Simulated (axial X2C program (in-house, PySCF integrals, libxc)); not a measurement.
Photoelectron levels of ZrN⁻ by EOM-IP-CCSD

Calculated with an in-house all-electron X2C program for linear molecules (integrals from PySCF): two-component X2C with atomic mean-field Coulomb and Gaunt terms, Gaussian nuclei, basis Zr dyall-acv3z, N dyall-av3z with contracted cores.

R = 1.854 Å (1.090 times 1.701 Å, the PBE0 minimum at charge -1 for the lowest determinant).

Vertical detachment energies of ZrN⁻ to the states of ZrN:

```tsv
Ω of ZrN	vertical detachment energy (eV)	above lowest (cm⁻¹)	ionised spinor	one-hole weight
1/2	1.889	0	66% Zr sσ, 16% Zr pσ, 9% N pσ	0.97
1/2	3.482	12855	62% N pσ, 25% Zr dσ	0.88
3/2	3.616	13935	59% N pπ, 32% Zr dπ	0.89
1/2	3.644	14155	58% N pπ, 31% Zr dπ	0.89
```

What is the splitting of the first π pair in the table, and is it regular or inverted?

E(3/2) − E(1/2) = 13935 − 14155 = -220 cm⁻¹ at EOM-IP-CCSD: inverted, Ω = 3/2 lower. Splittings at this level can be off by ten to twenty per cent.

This point took 33 s on 1 thread of Arm Neoverse N1, on a shared host.

Reference electrons by ω block (each with its −ω partner): 1/2: 17, 3/2: 6, 5/2: 1. 18 electrons of ZrN⁻ correlated (inner shells frozen), 84 natural virtual spinors (a truncated set); levels can be off by some tenths of an eV. Roots sought by Ω: (1/2: 4, 3/2: 3, 5/2: 1); rows need 60 % one-particle weight and stop where some Ω has no more roots. Missing are any skipped roots, higher Ω and states of a further excitation; these come out far too high here and may in truth be low or lowest. T1 of the reference 0.039 (Lee–Taylor). Number of frozen shells: Zr 3 s, 2 p, 1 d; N 1 s. Large amplitudes in the reference (orbital relaxation or multireference character) lower the reliability.
